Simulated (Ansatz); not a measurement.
The cluster ZnI₂⁺. The state is a doublet with charge 1. Geometry r2SCAN-D4/def2-TZVP.

```xyz
3

Zn   -0.0005    0.0001   -0.0002
I     0.4159   -0.9569   -2.1973
I    -0.4154    0.9568    2.1975
```

In the def2 sets I takes a core potential; there is no spin–orbit coupling. LC-ωPBE has ω = 0.4 bohr⁻¹. HSE06 is defined as in plane-wave codes, on full-range PBE exchange. At PBE-D4/def2-TZVP, BLYP-D4/def2-TZVP the gap within one spin of the charge 1 doublet nearly closes, so an electron or hole may be smeared out by delocalisation error. At BLYP-D4/def2-TZVP an occupied level of the charge 1 doublet lies above an empty one (by up to 0.05 eV), so this SCF solution is probably not the lowest. The structure comes from a short search, and lower isomers may exist.

Estimate the α-spin orbital energies around the gap (eV) in Ansatz with PBE-D4/def2-TZVP, BLYP-D4/def2-TZVP, PBE0-D4/def2-TZVP, HSE06-D4/def2-TZVP, LC-ωPBE/def2-TZVP.


```
orbital  PBE-D4/def2-TZVP  BLYP-D4/def2-TZVP  PBE0-D4/def2-TZVP  HSE06-D4/def2-TZVP  LC-ωPBE/def2-TZVP
HOMO−13            -55.12             -54.96             -58.56              -58.14             -58.66
HOMO−12            -23.39             -23.22             -25.49              -25.07             -30.90
HOMO−11            -23.15             -22.98             -25.18              -24.76             -26.97
HOMO−10            -18.40             -18.29             -21.28              -20.86             -23.90
 HOMO−9            -18.35             -18.25             -21.23              -20.81             -23.84
 HOMO−8            -18.29             -18.19             -21.18              -20.77             -23.81
 HOMO−7            -18.19             -18.08             -21.17              -20.76             -23.76
 HOMO−6            -18.19             -18.08             -21.16              -20.74             -23.76
 HOMO−5            -14.56             -14.39             -15.73              -15.32             -19.35
 HOMO−4            -13.44             -13.20             -14.52              -14.14             -18.92
 HOMO−3            -12.83             -12.59             -14.08              -13.68             -17.71
 HOMO−2            -12.56             -12.33             -13.81              -13.42             -16.20
 HOMO−1            -12.30             -12.09             -13.49              -13.09             -14.42
   HOMO            -12.02             -11.81             -13.20              -12.81             -14.38
   LUMO             -7.90              -7.84              -7.02               -7.39              -4.97
 LUMO+1             -6.42              -6.32              -5.66               -6.02              -3.82
 LUMO+2             -6.25              -6.16              -5.49               -5.86              -3.62
 LUMO+3             -3.44              -3.37              -2.79               -3.13              -1.61
 LUMO+4             -3.23              -3.23              -2.54               -2.89              -0.44
 LUMO+5             -2.28              -2.13              -1.35               -1.73               0.60
 β HOMO            -11.86             -11.67             -12.59              -12.27             -14.32
 β LUMO            -11.86             -11.72             -11.47              -11.79              -9.72
```
